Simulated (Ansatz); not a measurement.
Ansatz (a program for electronic structure) input (HF/6-31G*):

Ansatz 0.2 input:
```yaml
crystal:
  periodic: [false, false, false]
  atoms:
    - {symbol: Si, position_ang: [-0.00418071, 0.00259372, -0.00071627]}
    - {symbol: O, position_ang: [1.37210127, -0.57051596, -0.36288514]}
    - {symbol: F, position_ang: [-0.70543222, -0.24224281, 1.32728962]}
    - {symbol: F, position_ang: [-0.73171140, 0.87027478, -1.01210573]}
    - {symbol: H, position_ang: [2.01601238, -1.12447212, 0.07645388]}
basis:
  gaussian:
    orbitals: 6-31G*
hamiltonian:
  xc: {name: HF}
total_charge: 1
phonons: {temperatures: {t_min: 298.15, t_max: 298.15, t_step: 100}}
```

Output:

```
Functional definition: HF
integrals: 0.01 GiB planned
615 factors; integrals over basis functions are off by at most 2.8e-4 eV
mean field: 0.14 GiB planned
mean field evaluation 1: about -15315.9639 eV, gradient 6.3e1 eV
mean field evaluation 2: about -15316.0062 eV, gradient 6.3e1 eV
mean field evaluation 4: about -15322.1257 eV, gradient 1.7e0 eV
mean field evaluation 8: about -15322.1411 eV, gradient 1.4e-1 eV
mean field -15322.14115304 eV, -563.0783016539 hartree, gradient 9.1e-6 eV, S^2 0.000000; 0 other end points of the search recorded, 0 dependent functions left out
the calculation of the forces begins
reference -15322.14115304 eV, -563.0783016539 hartree; 20, 20 occupied and 46, 46 virtual orbitals, 615 factors
these checks for a lower state are left out or cut short: stability, starts, cluster_reference, orbital_swaps, neighbouring_geometries, increment
integrals: 0.01 GiB planned
615 factors; integrals over basis functions are off by at most 2.8e-4 eV
mean field: 0.14 GiB planned
mean field evaluation 16: about -15322.1409 eV, gradient 1.1e-4 eV
mean field -15322.14086829 eV, -563.0782911895 hartree, gradient 3.6e-6 eV, S^2 0.000000; 0 other end points of the search recorded, 0 dependent functions left out
the calculation of the forces begins
reference -15322.14086829 eV, -563.0782911895 hartree; 20, 20 occupied and 46, 46 virtual orbitals, 615 factors
these checks for a lower state are left out or cut short: stability, starts, cluster_reference, orbital_swaps, neighbouring_geometries, increment
integrals: 0.01 GiB planned
615 factors; integrals over basis functions are off by at most 2.8e-4 eV
mean field: 0.14 GiB planned
mean field -15322.14086892 eV, -563.0782912127 hartree, gradient 3.0e-6 eV, S^2 0.000000; 0 other end points of the search recorded, 0 dependent functions left out
the calculation of the forces begins
reference -15322.14086892 eV, -563.0782912127 hartree; 20, 20 occupied and 46, 46 virtual orbitals, 615 factors
these checks for a lower state are left out or cut short: stability, starts, cluster_reference, orbital_swaps, neighbouring_geometries, increment
integrals: 0.01 GiB planned
615 factors; integrals over basis functions are off by at most 2.8e-4 eV
mean field: 0.14 GiB planned
mean field evaluation 32: about -15322.1410 eV, gradient 1.6e-6 eV
mean field -15322.14100697 eV, -563.0782962861 hartree, gradient 1.8e-6 eV, S^2 0.000000; 0 other end points of the search recorded, 0 dependent functions left out
the calculation of the forces begins
reference -15322.14100697 eV, -563.0782962861 hartree; 20, 20 occupied and 46, 46 virtual orbitals, 615 factors
these checks for a lower state are left out or cut short: stability, starts, cluster_reference, orbital_swaps, neighbouring_geometries, increment
integrals: 0.01 GiB planned
615 factors; integrals over basis functions are off by at most 2.8e-4 eV
mean field: 0.14 GiB planned
mean field -15322.14100699 eV, -563.0782962866 hartree, gradient 1.8e-6 eV, S^2 0.000000; 0 other end points of the search recorded, 0 dependent functions left out
the calculation of the forces begins
reference -15322.14100699 eV, -563.0782962866 hartree; 20, 20 occupied and 46, 46 virtual orbitals, 615 factors
these checks for a lower state are left out or cut short: stability, starts, cluster_reference, orbital_swaps, neighbouring_geometries, increment
integrals: 0.01 GiB planned
615 factors; integrals over basis functions are off by at most 2.8e-4 eV
mean field: 0.14 GiB planned
mean field -15322.14085512 eV, -563.0782907054 hartree, gradient 2.2e-6 eV, S^2 0.000000; 0 other end points of the search recorded, 0 dependent functions left out
the calculation of the forces begins
reference -15322.14085512 eV, -563.0782907054 hartree; 20, 20 occupied and 46, 46 virtual orbitals, 615 factors
these checks for a lower state are left out or cut short: stability, starts, cluster_reference, orbital_swaps, neighbouring_geometries, increment
integrals: 0.01 GiB planned
615 factors; integrals over basis functions are off by at most 2.8e-4 eV
mean field: 0.14 GiB planned
mean field -15322.14085567 eV, -563.0782907257 hartree, gradient 1.9e-6 eV, S^2 0.000000; 0 other end points of the search recorded, 0 dependent functions left out
the calculation of the forces begins
reference -15322.14085567 eV, -563.0782907257 hartree; 20, 20 occupied and 46, 46 virtual orbitals, 615 factors
these checks for a lower state are left out or cut short: stability, starts, cluster_reference, orbital_swaps, neighbouring_geometries, increment
integrals: 0.01 GiB planned
615 factors; integrals over basis functions are off by at most 2.8e-4 eV
mean field: 0.14 GiB planned
mean field -15322.14111789 eV, -563.0783003620 hartree, gradient 9.8e-7 eV, S^2 0.000000; 0 other end points of the search recorded, 0 dependent functions left out
[...]
615 factors; integrals over basis functions are off by at most 2.8e-4 eV
mean field: 0.14 GiB planned
mean field evaluation 64: about -15322.1411 eV, gradient 1.2e-6 eV
mean field -15322.14111831 eV, -563.0783003775 hartree, gradient 1.3e-6 eV, S^2 0.000000; 0 other end points of the search recorded, 0 dependent functions left out
the calculation of the forces begins
reference -15322.14111831 eV, -563.0783003775 hartree; 20, 20 occupied and 46, 46 virtual orbitals, 615 factors
these checks for a lower state are left out or cut short: stability, starts, cluster_reference, orbital_swaps, neighbouring_geometries, increment
integrals: 0.01 GiB planned
615 factors; integrals over basis functions are off by at most 2.8e-4 eV
mean field: 0.14 GiB planned
mean field -15322.14112428 eV, -563.0783005970 hartree, gradient 2.0e-6 eV, S^2 0.000000; 0 other end points of the search recorded, 0 dependent functions left out
the calculation of the forces begins
reference -15322.14112428 eV, -563.0783005970 hartree; 20, 20 occupied and 46, 46 virtual orbitals, 615 factors
these checks for a lower state are left out or cut short: stability, starts, cluster_reference, orbital_swaps, neighbouring_geometries, increment
integrals: 0.01 GiB planned
615 factors; integrals over basis functions are off by at most 2.8e-4 eV
mean field: 0.14 GiB planned
mean field -15322.14112417 eV, -563.0783005929 hartree, gradient 2.2e-6 eV, S^2 0.000000; 0 other end points of the search recorded, 0 dependent functions left out
the calculation of the forces begins
reference -15322.14112417 eV, -563.0783005929 hartree; 20, 20 occupied and 46, 46 virtual orbitals, 615 factors
these checks for a lower state are left out or cut short: stability, starts, cluster_reference, orbital_swaps, neighbouring_geometries, increment
integrals: 0.01 GiB planned
615 factors; integrals over basis functions are off by at most 2.8e-4 eV
mean field: 0.14 GiB planned
mean field -15322.14107406 eV, -563.0782987516 hartree, gradient 1.2e-6 eV, S^2 0.000000; 0 other end points of the search recorded, 0 dependent functions left out
the calculation of the forces begins
reference -15322.14107406 eV, -563.0782987516 hartree; 20, 20 occupied and 46, 46 virtual orbitals, 615 factors
these checks for a lower state are left out or cut short: stability, starts, cluster_reference, orbital_swaps, neighbouring_geometries, increment
integrals: 0.01 GiB planned
615 factors; integrals over basis functions are off by at most 2.8e-4 eV
mean field: 0.14 GiB planned
mean field -15322.14107406 eV, -563.0782987515 hartree, gradient 1.1e-6 eV, S^2 0.000000; 0 other end points of the search recorded, 0 dependent functions left out
the calculation of the forces begins
reference -15322.14107406 eV, -563.0782987515 hartree; 20, 20 occupied and 46, 46 virtual orbitals, 615 factors
these checks for a lower state are left out or cut short: stability, starts, cluster_reference, orbital_swaps, neighbouring_geometries, increment
integrals: 0.01 GiB planned
615 factors; integrals over basis functions are off by at most 2.8e-4 eV
mean field: 0.14 GiB planned
mean field evaluation 96: about -15322.1411 eV, gradient 1.0e-6 eV
mean field -15322.14106310 eV, -563.0782983488 hartree, gradient 1.2e-6 eV, S^2 0.000000; 0 other end points of the search recorded, 0 dependent functions left out
the calculation of the forces begins
reference -15322.14106310 eV, -563.0782983488 hartree; 20, 20 occupied and 46, 46 virtual orbitals, 615 factors
these checks for a lower state are left out or cut short: stability, starts, cluster_reference, orbital_swaps, neighbouring_geometries, increment
integrals: 0.01 GiB planned
615 factors; integrals over basis functions are off by at most 2.8e-4 eV
mean field: 0.14 GiB planned
mean field -15322.14106343 eV, -563.0782983609 hartree, gradient 1.1e-6 eV, S^2 0.000000; 0 other end points of the search recorded, 0 dependent functions left out
the calculation of the forces begins
reference -15322.14106343 eV, -563.0782983609 hartree; 20, 20 occupied and 46, 46 virtual orbitals, 615 factors
these checks for a lower state are left out or cut short: stability, starts, cluster_reference, orbital_swaps, neighbouring_geometries, increment
integrals: 0.01 GiB planned
615 factors; integrals over basis functions are off by at most 2.8e-4 eV
mean field: 0.14 GiB planned
mean field -15322.14110299 eV, -563.0782998147 hartree, gradient 2.9e-6 eV, S^2 0.000000; 0 other end points of the search recorded, 0 dependent functions left out
the calculation of the forces begins
reference -15322.14110299 eV, -563.0782998147 hartree; 20, 20 occupied and 46, 46 virtual orbitals, 615 factors
these checks for a lower state are left out or cut short: stability, starts, cluster_reference, orbital_swaps, neighbouring_geometries, increment
integrals: 0.01 GiB planned
615 factors; integrals over basis functions are off by at most 2.8e-4 eV
mean field: 0.14 GiB planned
mean field -15322.14110286 eV, -563.0782998098 hartree, gradient 2.9e-6 eV, S^2 0.000000; 0 other end points of the search recorded, 0 dependent functions left out
the calculation of the forces begins
reference -15322.14110286 eV, -563.0782998098 hartree; 20, 20 occupied and 46, 46 virtual orbitals, 615 factors
these checks for a lower state are left out or cut short: stability, starts, cluster_reference, orbital_swaps, neighbouring_geometries, increment
integrals: 0.01 GiB planned
615 factors; integrals over basis functions are off by at most 2.8e-4 eV
mean field: 0.14 GiB planned
mean field -15322.14101870 eV, -563.0782967172 hartree, gradient 1.4e-6 eV, S^2 0.000000; 0 other end points of the search recorded, 0 dependent functions left out
the calculation of the forces begins
reference -15322.14101870 eV, -563.0782967172 hartree; 20, 20 occupied and 46, 46 virtual orbitals, 615 factors
these checks for a lower state are left out or cut short: stability, starts, cluster_reference, orbital_swaps, neighbouring_geometries, increment
integrals: 0.01 GiB planned
615 factors; integrals over basis functions are off by at most 2.8e-4 eV
mean field: 0.14 GiB planned
mean field evaluation 128: about -15322.1410 eV, gradient 2.2e-4 eV
mean field -15322.14101730 eV, -563.0782966654 hartree, gradient 1.5e-6 eV, S^2 0.000000; 0 other end points of the search recorded, 0 dependent functions left out
the calculation of the forces begins
reference -15322.14101730 eV, -563.0782966654 hartree; 20, 20 occupied and 46, 46 virtual orbitals, 615 factors
these checks for a lower state are left out or cut short: stability, starts, cluster_reference, orbital_swaps, neighbouring_geometries, increment
integrals: 0.01 GiB planned
615 factors; integrals over basis functions are off by at most 2.8e-4 eV
mean field: 0.14 GiB planned
mean field -15322.14112990 eV, -563.0783008037 hartree, gradient 2.4e-6 eV, S^2 0.000000; 0 other end points of the search recorded, 0 dependent functions left out
the calculation of the forces begins
reference -15322.14112990 eV, -563.0783008037 hartree; 20, 20 occupied and 46, 46 virtual orbitals, 615 factors
these checks for a lower state are left out or cut short: stability, starts, cluster_reference, orbital_swaps, neighbouring_geometries, increment
integrals: 0.01 GiB planned
615 factors; integrals over basis functions are off by at most 2.8e-4 eV
mean field: 0.14 GiB planned
mean field -15322.14112962 eV, -563.0783007934 hartree, gradient 2.2e-6 eV, S^2 0.000000; 0 other end points of the search recorded, 0 dependent functions left out
the calculation of the forces begins
reference -15322.14112962 eV, -563.0783007934 hartree; 20, 20 occupied and 46, 46 virtual orbitals, 615 factors
Total energy: -15322.14115304 eV, -563.0783016539 hartree
Atom 0 at    -0.004181     0.002594    -0.000716 Å, force     0.000080    -0.000085     0.000089 eV/Å
Atom 1 at     1.372101    -0.570516    -0.362885 Å, force    -0.000165     0.000071     0.000038 eV/Å
Atom 2 at    -0.705432    -0.242243     1.327290 Å, force     0.000021     0.000024    -0.000075 eV/Å
Atom 3 at    -0.731711     0.870275    -1.012106 Å, force     0.000014     0.000006    -0.000029 eV/Å
Atom 4 at     2.016012    -1.124472     0.076454 Å, force     0.000050    -0.000016    -0.000024 eV/Å
Dipole moment:     0.493594    -0.345633     0.168500 e Å
Vibrations: 323.01 344.52 379.10 444.85 622.44 930.35 1246.88 1315.53 4010.57 cm⁻¹, zero-point energy 0.596194 eV
```

The blocks after the first are displaced geometries, from whose forces the wavenumbers follow.

The dipole moment of an ion depends on the origin.
